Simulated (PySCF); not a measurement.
CH5Ga: core ionisation energies

Compound: GaH2Me, CH₅Ga.
Bonds: Ga1–C4. Hydrogens: H2, H3 on Ga1; H5, H6, H7 on C4.

Level of theory: PySCF 2.14.0, delta-SCF UKS SCAN, pcX-2 on the ionised atom, pcseg-1 elsewhere, spin-free X2C. Each binding energy is the total energy of the core-ionised species, with the hole localised on one atom, minus that of the ground state; both are solved self-consistently, so orbital relaxation is included.

Task: List the computed XPS lines with their assignment.

Result: 
```csv
atom(s),environment,level,binding energy (eV),count
C4,carbon bonded to Ga and 3 H,C 1s,290.05,1
```

Task: Which photon energy gives electrons from C 1s of C4 a kinetic energy of 100 eV, and what is their de Broglie wavelength?

Result: hν = 290.05 + 100 = 390.05 eV, recoil neglected; λ = 12.264 Å/√(E/eV) = 1.23 Å.

Task: Which photon wavelength matches the C 1s of C4 threshold?

Result: λ = hc/E = 12398.42 eV Å / 290.05 eV = 42.746 Å.

No level of gallium is listed. Geometry: PBE0-D3(BJ)/def2-SVP; no solvent, vibrations or thermal averaging.
